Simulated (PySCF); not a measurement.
**GeCl₂ + 2 H₂O → Ge(OH)₂ + 2 HCl**

Level: PBE0 in the def2-TZVP basis family, all electrons, no relativity, computed in PySCF with density fitting; open shells unrestricted.

```csv
species,state and structure,E (Eh),ZPE (kJ/mol),H(298 K) − H(0) (kJ/mol),S° (J/(mol K))
GeCl₂,"singlet, C2v, Ge–Cl 2.182 Å (×2); Cl–Ge–Cl 100.1°",-2996.95593,5.7,13.2,295.3
H₂O,"singlet, C2v, O–H 0.960 Å (×2); H–O–H 105.1°",-76.37736,56.5,9.9,188.7
Ge(OH)₂,"singlet, C2v, Ge–O 1.790 Å (×2), O–H 0.961 Å (×2); Ge–O–H 118.8° (×2), O–Ge–O 102.4°",-2228.35173,69.4,14.1,282.0
HCl,"singlet, C∞v, H–Cl 1.279 Å",-460.66440,17.9,8.7,186.6
```

**Question.** What is the electronic reaction energy?

**Answer.** At PBE0/def2-TZVP, ΔE = 79.1 kJ/mol from the differences of the total energies times 2625.5, uphill. 

**Question.** Add zero-point, thermal and entropy terms for 298.15 K and 1 bar.

**Answer.** ΔZPE = -13.5 and Δ[H(298) − H(0)] = -1.5 kJ/mol give ΔH° = 64.1 kJ/mol. ΔS° = -17.5 J/(mol K), so ΔG° = 64.1 − 298.15 × (-0.0175) = 69 kJ/mol and log₁₀K = -12.1.

Only the bonding shown was studied: isomers, or loss of a ligand pair, can lie lower.
